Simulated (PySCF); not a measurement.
C4H4ClF, SMILES C=C=C(F)CCl. Coordinates come from a B3LYP-D3(BJ)/def2-SVP optimisation. The structure was generated by enumeration, and PubChem lists no compound with its InChIKey, so it may never have been made. The values are those of a single conformer.

Computed equilibrium geometry at B3LYP-D3(BJ)/def2-SVP (PySCF confirms it by a frequency run) as bond lengths and angles (one conformer of several):
Atoms: C1 C2 C3 F4 C5 Cl6 H7 H8 H9 H10. Bond lengths (Å): C1–C2 1.308, C1–H7 1.097, C1–H8 1.097, C2–C3 1.314, C3–F4 1.348, C3–C5 1.488, C5–Cl6 1.815, C5–H9 1.099, C5–H10 1.096. Angles (°): C2–C1–H7 121.6, C2–C1–H8 121.4, H7–C1–H8 116.9, C1–C2–C3 178.3, C2–C3–F4 121.3, C2–C3–C5 125.0, F4–C3–C5 113.7, C3–C5–Cl6 111.8, C3–C5–H9 110.4, C3–C5–H10 110.7, Cl6–C5–H9 106.3, Cl6–C5–H10 107.7, H9–C5–H10 109.9.
Charge 0, spin multiplicity 1.
